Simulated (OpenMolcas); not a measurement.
Nb⁺: effect of the IPEA shift

```
Program             : OpenMolcas
Basis               : ANO-RCC-VTZP [7s6p4d2f1g]
Scalar Hamiltonian  : DKH2, point nucleus
Active space        : 4 electrons in 9 orbitals (RAS2 4d 5s; RAS3 5p, at most 2 electrons)
State averaging     : 2S+1 = 5 even, 15 roots; 2S+1 = 3 even, 90 roots kept (CI in the orbitals of an earlier block); 2S+1 = 1 even, 84 roots kept (CI in the orbitals of an earlier block, 68 in the spin-orbit step); 2S+1 = 5 odd, 51 roots (21 in the spin-orbit step); 2S+1 = 3 odd, 78 roots kept (CI in the orbitals of an earlier block, 21 in the spin-orbit step); 2S+1 = 1 odd, 84 roots kept (CI in the orbitals of an earlier block, 1 in the spin-orbit step)
Spin-orbit coupling : RASSI with atomic mean-field integrals over the reference wave functions, term energies averaged over their components
```

Methods on the same reference wave functions:
A. RASSCF
B. MS-RASPT2, IPEA 0 Eh, imaginary shift 0.1 Eh (closed shells correlated: 4s 4p)
C. MS-RASPT2, IPEA 0.25 Eh, imaginary shift 0.1 Eh (closed shells correlated: 4s 4p)

Energies in cm-1 above 4d4 5D0, the measured ground level; measured values from NIST Handbook of Basic Atomic Spectroscopic Data.

| Level | A | B | C | Measured |
| --- | --- | --- | --- | --- |
| 4d4 5D0 | 0.0 | 0.0 | 0.0 | 0.0 |
| 4d4 5D1 | 158 | 191 | 172 | 159 |
| 4d3 5s 5F1 | 368 | 1757 | 1969 | 2357 |
| 4d4 5D2 | 446 | 511 | 474 | 438 |
| 4d3 5s 5F2 | 629 | 2020 | 2230 | 2629 |
| 4d4 5D3 | 832 | 908 | 865 | 801 |
| 4d3 5s 5F3 | 1012 | 2410 | 2620 | 3030 |
| 4d4 5D4 | 1291 | 1353 | 1318 | 1225 |
| 4d3 5s 5F4 | 1509 | 2910 | 3120 | 3543 |
| 4d3 5s 5F5 | 2101 | 3490 | 3700 | 4146 |
| 4d4 3P0(1) | 7676 | 4420 | 5810 | 5562 |
| 4d4 3P1(1) | 8275 | 5030 | 6430 | 6192 |
| 4d3 5s 3F2(1) [73 %] | 8583 | 6510 | 7630 |  |
| 4d3 5s 3F3(1) | 9090 | 7030 | 8120 |  |
| 4d4 3P2(1) [71 %] | 9333 | 6090 | 7470 | 7261 |
| 4d3 5s 3F4(1) | 9668 | 7600 | 8690 |  |
| 4d3 5s 5P1 | 10777 | 10220 | 10660 |  |
| 4d3 5s 5P2 | 11049 | 10380 | 10860 |  |
| 4d3 5s 5P3 | 11392 | 10880 | 11290 |  |
| 4d3 5s 3G3 | 12126 | 9800 | 11150 |  |
| 4d3 5s 3G4 | 12400 | 10120 | 11460 |  |
| 4d3 5s 3G5 | 12703 | 10440 | 11770 |  |
| 4d4 3H4 | 12867 | 9610 | 10670 |  |
| 4d4 3H5 | 13194 | 9960 | 11020 |  |

Deviations, from unrounded energies. A percentage is the sum of absolute deviations over the sum of measured energies, with the sign that they share, or ± where signs differ.

```
                        Against measurement  Levels      A      B      C
             mean absolute deviation (cm-1)      12   1400    580    250
      fine structure of the ground term (%)       4   ±4.0  +13.0   +7.9
other terms of the ground configuration (%)       3  +33.0  -18.3   +3.7
                   other configurations (%)       5  -64.2  -19.8  -13.1
```

C lies closest to measurement on these levels and A furthest from it. The largest miss of C in the table is 4d3 5s 5F5, by -440 cm-1. The ranking rests on the paired levels alone, and a cruder setting can come out closer through cancelling errors.

Between B and C the level of the table that moves most is 4d4 3P1(1), by 1400 cm-1 (lowest in B, highest in C). Moves below CASPT2's spread within the term are not significant.

The mean deviations of B to C differ by less than CASPT2's widest spread within a term (1300 cm-1), so their order carries little weight.

From A to B the spin-free energies of the other terms of 4d4 shown, above 5D, scale by factors of 0.58 to 0.74.

The lowest spin-free term lies below A's lowest term by 0.334 hartree in B, 0.324 hartree in C.

CASPT2 breaks the degeneracy within a term, and the mean is taken; among the terms shown or strongly mixed into the levels shown the widest spread is 1300 cm-1 (4d3 5s 5F, B). Over all roots computed the reference weight is 0.87 to 0.92 in B; the roots of lowest weight are the least certain, and an intruder state may touch them. Some high roots are left out of the spin-orbit mixing, which shifts the levels that they would mix with. Terms from blocks run as CI alone lack orbitals of their own. Configurations are named by rounded mean occupations; where the s occupation lies near a half they are strongly mixed, a name can repeat and a true partner stay unpaired. A single d shell beside an s shell can misplace configurations of different d count against each other. Without dynamic correlation excited terms often stand tens of per cent too high (terms of higher spin than the ground term too low), and those without a measured partner can miss by more than the paired ones (holds for A). Blocks of more than 70 roots (2S+1 = 3 even) ran without multistate coupling (holds for B; C). The CASPT2 spread within a term exceeds the gap to the next term for 4d4 3H and 4d3 5s 3G, so the order of their levels is uncertain, and so are names and mixing where such terms share a J (holds for B). Some terms miss by over 15 % even with CASPT2, which points to a basis or an active space too small for the shells correlated (holds for B). Computed and measured levels are paired by configuration, term and J; levels that our copy of the source lacks, or whose pairing is in doubt (as where it misses far off the trend of its configuration), stay unpaired and out of the deviations. Only configurations of the active space appear. The table leaves out levels that lie high or whose names do not pair safely across all columns.

A share in square brackets marks a mixed level and gives the weight of the term that names it, the lowest over the columns. A number in round brackets counts repeated terms of one configuration in the order of the reference energies.
